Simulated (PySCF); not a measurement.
4,4-dichlorobut-1-yne (C4H4Cl2), SMILES C#CCC(Cl)Cl.

Coordinates come from a B3LYP-D3(BJ)/def2-SVP optimisation. Other conformers were not sampled.

Calculation: PySCF with TDA-M06-2X/def2-SVPD.

Vertical excitations. Gas-phase values at a fixed geometry.

```csv
state,energy (eV),λ (nm),f,main pairs
S1,6.00,207,0.000,"HOMO→LUMO 24 %, HOMO−1→LUMO+5 16 %, HOMO→LUMO+3 12 %, HOMO→LUMO+6 11 %"
S2,6.83,182,0.008,"HOMO−1→LUMO 40 %, HOMO−3→LUMO 27 %, HOMO→LUMO+5 6 %"
S3,6.97,178,0.009,HOMO−2→LUMO 69 %
S4,7.05,176,0.003,"HOMO−1→LUMO+5 29 %, HOMO→LUMO 17 %, HOMO→LUMO+5 9 %, HOMO−1→LUMO+4 8 %"
S5,7.09,175,0.008,"HOMO−3→LUMO 26 %, HOMO→LUMO+5 12 %, HOMO−1→LUMO+3 12 %, HOMO−1→LUMO+5 11 %"
S6,7.23,171,0.000,"HOMO−4→LUMO 56 %, HOMO−3→LUMO+2 12 %"
S7,7.43,167,0.005,"HOMO−5→LUMO 44 %, HOMO−2→LUMO+2 19 %"
S8,7.79,159,0.032,"HOMO→LUMO+1 46 %, HOMO→LUMO+3 15 %, HOMO→LUMO+2 13 %, HOMO→LUMO 12 %"
S9,7.90,157,0.048,"HOMO−1→LUMO+1 45 %, HOMO−1→LUMO+2 14 %, HOMO−1→LUMO 12 %, HOMO−1→LUMO+3 12 %"
S10,8.09,153,0.012,"HOMO−1→LUMO+1 24 %, HOMO−3→LUMO 15 %, HOMO−1→LUMO+2 13 %, HOMO−1→LUMO 8 %"
T1,5.53,224,0,"HOMO→LUMO+5 23 %, HOMO−1→LUMO 18 %, HOMO−1→LUMO+6 9 %, HOMO−1→LUMO+3 9 %"
T2,5.97,208,0,"HOMO→LUMO 29 %, HOMO→LUMO+3 15 %, HOMO→LUMO+6 13 %, HOMO−1→LUMO+5 8 %"
T3,6.29,197,0,"HOMO−2→LUMO 29 %, HOMO−3→LUMO 22 %, HOMO−1→LUMO 14 %"
T4,6.32,196,0,"HOMO−2→LUMO 42 %, HOMO−3→LUMO 18 %, HOMO−1→LUMO 7 %"
```
Triplets are in the Tamm–Dancoff approximation.
